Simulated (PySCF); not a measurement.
## Se⁻ (selenium, charge -1): TPSSh calculation

Configuration: [Ar] 3d10 4s2 4p5, 2P determinant. Calculation: PySCF 2.14, in x2c-QZVPPall with one added diffuse shell each of s, p, d, f type (12s9p6d5f1g, 113 functions); scalar relativity by spin-free X2C-1e.

* Total energy: -2429.899 hartree
* One-electron energy: -3389.051 hartree
* Hartree (Coulomb) energy: 1047.861 hartree
* Exchange-correlation energy: -88.710 hartree
* ⟨S²⟩: 0.7545
* ⟨L²⟩: 2.030
* Sum of ⟨r⟩: 29.07 bohr
* Sum of ⟨r²⟩: 57.62 bohr²
* Traceless quadrupole moment −½Σ⟨3z² − r²⟩ along its main axis: 3.55 e·bohr²
* Langevin diamagnetic susceptibility: -45.6 ×10⁻⁶ cm³/mol
* Time after the integrals: roughly 10 core-seconds

```tsv
shell	electrons	mean orbital energy (hartree)	spread (hartree)	rms radius, mean of both spins (bohr)
1s α	1	-460.27283	0	0.0508
1s β	1	-460.27097	0	0.0508
2s α	1	-59.16497	0	0.212
2s β	1	-59.16434	0	0.212
2p α	3	-51.93489	0.00531	0.189
2p β	3	-51.93328	0.00247	0.189
3s α	1	-7.73608	0	0.615
3s β	1	-7.73356	0	0.615
3p α	3	-5.46012	0.01496	0.638
3p β	3	-5.45711	0.00907	0.638
3d α	5	-1.71694	0.01563	0.705
3d β	5	-1.71322	0.00948	0.705
4s α	1	-0.39808	0	1.99
4s β	1	-0.35953	0	1.99
4p α	3	-0.00241	0.03964	2.87
4p β	2	0.02218	0	2.87
```

At TPSSh the highest occupied level has a positive energy, so only the finite basis holds that electron; in a semilocal or global hybrid functional this comes from self-interaction and does not mean that the real anion is unbound.

Densities and radii are taken from the X2C orbitals without a picture-change correction, which distorts them close to the nucleus.
